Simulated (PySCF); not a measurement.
Input of a run (PBE0-D3(BJ)/def2-SVP geometry optimisation, gas phase (PySCF 2.14.0)), started from GFN2-xTB:
```
{"job": {"xc": "PBE0", "basis": "def2-SVP", "d3": "d3bj", "grid": 1, "kind": "geom"}, "charge": 0, "multiplicity": 1}
C     -2.687747    -0.215850     0.283142
O     -1.496842    -0.070327    -0.445492
C     -0.350548    -0.044962     0.373104
C      0.872850     0.117322    -0.520953
C      2.148530     0.153579     0.277104
O      2.237231     0.065839     1.471412
O      3.219631     0.299040    -0.513757
H     -2.696490    -1.155942     0.848841
H     -2.830573     0.615949     0.984231
H     -3.497273    -0.220847    -0.443698
H     -0.404959     0.790102     1.088057
H     -0.270025    -0.976978     0.953173
H      0.926150    -0.707268    -1.234156
H      0.793079     1.038200    -1.101679
H      4.032572     0.320133     0.016310
```

Output (energies in Eh, forces in Eh/bohr):
```
step   0  E = -382.21595612  max force = 0.015678
step   1  E = -382.21690027  max force = 0.002745
step   2  E = -382.21716772  max force = 0.002876
step   3  E = -382.21720899  max force = 0.001785
step   4  E = -382.21724410  max force = 0.002272
step   5  E = -382.21727246  max force = 0.000933
step   6  E = -382.21728242  max force = 0.000875
step   7  E = -382.21727397  max force = 0.001356
step   8  E = -382.21727959  max force = 0.000949
step   9  E = -382.21730077  max force = 0.001132
step  10  E = -382.21731690  max force = 0.000949
step  11  E = -382.21732596  max force = 0.000388
optimisation converged
```

Task: Summarise the run.

Result: The energy falls by 0.037 eV over 12 energy and gradient evaluations, the largest force component goes from 0.0157 to 3.9e-04 Eh/bohr, and the atoms move by 0.041 Å rms after alignment. Among the bonds, O2–C3 and C3–C4 change most and about equally (-0.013 Å). Bonds longer at the end by more than 0.005 Å: 7 of 14; shorter: 3. Among the angles that change most is C5–O7–H15, from 110.5° to 106.4°. The energy rose by more than 1e-6 Eh at step 7. The first step brought 69 % of the lowering.

Task: What are the final bond lengths?

Result: C1–O2 1.392 Å, O2–C3 1.395 Å, C3–C4 1.511 Å, C4–C5 1.500 Å, C5=O6 1.204 Å, C5–O7 1.339 Å, C1–H8 1.109 Å, C1–H9 1.108 Å, C1–H10 1.099 Å, C3–H11 1.109 Å, C3–H12 1.109 Å, C4–H13 1.101 Å, C4–H14 1.103 Å, O7–H15 0.970 Å. Numbering counts from 1 in the input's order; the species is `COCCC(=O)O` (3-methoxypropanoic acid).

The run used 138 basis functions and 81 SCF cycles in all. On one thread, x86-64 server, shared host, this took 63 s wall.

PBE0-D3(BJ)/def2-SVP frequencies: not computed here. One conformer, not necessarily the lowest.

Conformer computed: `[CH3:1][O:2][CH2:3][CH2:4][C:5](=[O:6])[OH:7]`: C1–O2–C3–C4 180°, O2–C3–C4–C5 -179°, C3–C4–C5–O6 -4°, H–O7–C5–C4 179°.
